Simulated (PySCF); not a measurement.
F₃In (SMILES [F][In]([F])[F]), singlet, geometry from GFN2-xTB (such geometries of metal compounds can be far from the true shape) (all electrons, no relativity).

Input for PySCF:
```python
from pyscf import gto, scf, dft

mol = gto.M(
    atom='''
In    0.00000000    0.00000000    0.00000000
F    -1.67769182   -1.02031088    0.03026648
F     0.01519865    1.84496979   -0.67264826
F     1.66249317   -0.82465891    0.64238177
''',
    basis='3-21g',
    verbose=5,
)

mf = dft.RKS(mol)
mf.xc = 'b3lyp'
mf.kernel()
mf.analyze()
```

Task: What is the computed nuclear repulsion energy (PySCF with B3LYP/3-21G)?

Result: 394.3039 Eh

Task: Give the number of basis functions at the level B3LYP/3-21G.

Result: 58

Task: Predict the dipole moment from B3LYP/3-21G.

Result: 0.00 D

Task: Predict the total energy from B3LYP/3-21G.

Result: -6015.2000 Eh

Task: What is the computed HOMO-LUMO gap (B3LYP/3-21G)?

Result: 6.09 eV

Task: What HOMO energy does B3LYP/3-21G give?

Result: -9.07 eV
